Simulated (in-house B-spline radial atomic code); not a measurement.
A run on neutral barium that did not converge. Method: scalar-relativistic (X2C) PBEsol, spin-polarised, spherical fractional occupations, Fermi nucleus of rms radius 4.8378 fm; computed with a B-spline radial code for spherical atoms.

Command:
```bash
python run_scf.py task.json out
```
Settings (nuclear radius in fm, mass in u):
```
Z                56
configuration    [Ar] 3d10 4s2 4p5.5 4d10 4f0.5 5s2 5p6 6s2
hamiltonian      x2c
method           pbesol
spin_polarised   True
nucleus          fermi
rms_radius       4.8378
atomic_mass      137.90525
speed_of_light   137.035999084
```

First and last ten iterations of the last attempt (damped for 15 steps, keeping 80 % of the old Fock matrix, then DIIS):
```
 iter        energy (Eh)    residual
    1       -8121.612083    4.16e-01
    2       -8123.102527    3.97e-01
    3       -8125.597457    2.43e-01
    4       -8126.770948    1.51e-01
    5       -8127.297885    9.21e-02
    6       -8127.525113    5.51e-02
    7       -8127.619887    3.34e-02
    8       -8127.658418    2.02e-02
    9       -8127.673811    1.20e-02
   10       -8127.679905    7.37e-03
  111       -8127.684080    2.67e-05
  112       -8127.684080    2.10e-05
  113       -8127.612081    2.17e-02
  114       -8127.612045    2.17e-02
  115       -8127.612045    2.17e-02
  116       -8127.612054    2.17e-02
  117       -8127.612035    2.17e-02
  118       -8127.612026    2.18e-02
  119       -8127.612026    2.17e-02
  120       -8127.612030    2.17e-02
 not converged after 120 iterations
```

The smallest residual met was 3.7e-06; the threshold is about 6e-07. No energy from this run should be used. Cost of the run: 3.6 s on 1 thread of Arm Neoverse V2 (shared host).
